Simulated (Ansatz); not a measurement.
Ansatz (a first-principles code) input (RI-MP2/def2-TZVPPD):
A basis named .json is the Basis Set Exchange file of that set.

Ansatz 0.2 input:
```yaml
crystal:
  periodic: [false, false, false]
  atoms:
    - {symbol: Re, position_ang: [0.06611027, -0.07639622, 0.06696306]}
    - {symbol: O, position_ang: [0.91796332, 0.58469534, -1.26759985]}
    - {symbol: O, position_ang: [-1.53774712, 0.13151920, 0.63982120]}
basis:
  gaussian:
    orbitals: def2-TZVPPD.json
    fitting: {mean_field: def2-universal-jkfit, correlation: def2-TZVPPD-RIFIT.json}
total_charge: 1
magnetization: {spin_polarized: true, initial_magnetization: 2}
correlation: {method: mp2, electrons: outside_noble_gas}
```

End of the output:

```
integrals: 0.07 GiB planned
381 factors; integrals over basis functions are off by at most 8.8e-1 eV
377 factors; integrals over basis functions are off by at most 1.7e0 eV
mean field: 0.28 GiB planned
mean field evaluation 1: about -6155.4068 eV, gradient 7.2e1 eV
mean field evaluation 2: about -6091.5596 eV, gradient 1.5e2 eV
mean field evaluation 4: about -6174.7919 eV, gradient 2.6e0 eV
mean field evaluation 8: about -6175.1887 eV, gradient 1.1e0 eV
mean field evaluation 16: about -6176.3537 eV, gradient 1.0e-1 eV
mean field evaluation 32: about -6094.5144 eV, gradient 5.7e2 eV
mean field evaluation 64: about -6125.2294 eV, gradient 5.7e2 eV
mean field evaluation 96: about -6177.0080 eV, gradient 1.5e-6 eV
mean field evaluation 128: about -6162.0125 eV, gradient 1.6e1 eV
mean field evaluation 160: about -6175.7458 eV, gradient 8.3e-1 eV
mean field evaluation 192: about -6176.4182 eV, gradient 5.6e0 eV
mean field evaluation 224: about -6174.9042 eV, gradient 1.6e0 eV
mean field evaluation 256: about -6175.0336 eV, gradient 5.1e-1 eV
mean field -6177.00797811 eV, -227.0008562693 hartree, gradient 1.3e-6 eV, S^2 3.488294; 13 other end points of the search recorded, 0 dependent functions left out
6 core orbitals not correlated
reference -6177.00797811 eV, -227.0008562693 hartree; 10, 8 occupied and 123, 125 virtual orbitals, 377 factors
second order -15.26045871 eV of doubles, -0.00000000 eV of singles
Total energy: -6192.26843682 eV, -227.5616677829 hartree
```

This state (charge 1, triplet) is run at the relaxed geometry of the species with charge 0 and multiplicity 4.

The determinant is spin-contaminated: <S^2> is 3.49 against 2.00 for a pure state.
